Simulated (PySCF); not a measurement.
The second ionisation energy along the lanthanides

All values are computed (PySCF 2.14, energy differences of UHF-based or UKS calculations, no spin-orbit coupling). Values in eV. The last column holds reference values (NIST; (s) semi-empirical, (t) theoretical, else measured). Unmarked ones compare directly (S terms, centres of terms, or small fine structure); those marked * lie between the lowest fine-structure levels and include a spin-orbit shift.

```csv
element,configurations,LDA,PBE0,r2SCAN,SCS-MP2 (valence),MP2 (valence and next inner shell),SCS-MP2 (valence and next inner shell),reference
"La (x2c-TZVPPall, spin-free X2C)",[Xe] 5d2 → [Xe] 5d1,11.444,11.332,11.367,10.799,10.839,10.752,11.185 *
"Pr (x2c-TZVPPall, spin-free X2C)",[Xe] 4f3 6s1 → [Xe] 4f3,11.002,10.638,10.549,10.401,10.647,10.471,10.631 ± 0.02 (s) *
"Nd (x2c-TZVPPall, spin-free X2C)",[Xe] 4f4 6s1 → [Xe] 4f4,11.180,10.807,10.734,10.560,10.817,10.629,10.783 ± 0.02 (s) *
"Pm (x2c-TZVPPall, spin-free X2C)",[Xe] 4f5 6s1 → [Xe] 4f5,11.342,10.965,10.909,10.713,10.977,10.780,10.938 ± 0.02 (s) *
"Sm (x2c-TZVPPall, spin-free X2C)",[Xe] 4f6 6s1 → [Xe] 4f6,11.501,11.119,11.070,10.861,11.131,10.926,11.078 ± 0.02 (s) *
"Eu (x2c-TZVPPall, spin-free X2C)",[Xe] 4f7 6s1 → [Xe] 4f7,11.652,11.265,11.221,11.002,11.276,11.065,11.24 ± 0.006 (s)
"Gd (x2c-TZVPPall, spin-free X2C)",[Xe] 4f7 5d1 6s1 → [Xe] 4f7 5d1,12.713,12.258,12.354,11.898,12.183,11.962,12.076 ± 0.02 (s) *
"Tb (x2c-TZVPPall, spin-free X2C)",[Xe] 4f9 6s1 → [Xe] 4f9,11.907,11.511,11.451,11.326,11.565,11.377,11.513 ± 0.02 (s) *
"Dy (x2c-TZVPPall, spin-free X2C)",[Xe] 4f10 6s1 → [Xe] 4f10,12.028,11.629,11.558,11.465,11.693,11.509,11.647 ± 0.02 (s) *
"Ho (x2c-TZVPPall, spin-free X2C)",[Xe] 4f11 6s1 → [Xe] 4f11,12.150,11.747,11.669,11.604,11.823,11.643,11.781 ± 0.02 (s) *
"Er (x2c-TZVPPall, spin-free X2C)",[Xe] 4f12 6s1 → [Xe] 4f12,12.275,11.869,11.786,11.746,11.957,11.779,11.916 ± 0.02 (s) *
"Tm (x2c-TZVPPall, spin-free X2C)",[Xe] 4f13 6s1 → [Xe] 4f13,12.399,11.988,11.900,11.878,12.083,11.907,12.065 ± 0.02 (s) *
"Yb (x2c-TZVPPall, spin-free X2C)",[Xe] 4f14 6s1 → [Xe] 4f14,12.518,12.103,12.012,12.004,12.205,12.028,12.179
"Lu (x2c-TZVPPall, spin-free X2C)",[Xe] 4f14 6s2 → [Xe] 4f14 6s1,14.374,13.891,13.734,13.896,13.971,13.926,14.13 ± 0.05 (s)
```

For Pr, Nd, Pm, Tb, Dy, Ho, Er a determinant mixes LS terms or the coupling is close to jj, so these rows are model values.

"Valence" correlates the outer s and p shells and, in groups 3 to 12 and the f block, the outer d or f shell, open or full, or the next shell where the ion has no valence electron left; the wider scheme adds the next inner shell.
